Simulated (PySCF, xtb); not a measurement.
C3H8Si, SMILES C/C=C\[SiH3].

GFN2-xTB (xtb) at its own geometry gives an orbital gap of 4.55 eV and a dipole moment of 0.80 D.

Geometry optimised at r2SCAN-D4/def2-SVP.

Task: What does CAM-B3LYP/def2-TZVP run with PySCF give? (The exact figures need the calculation; the answer reports its results.)

Result: gap 9.43 eV (levels -8.77 and 0.66 eV), dipole 1.22 D.
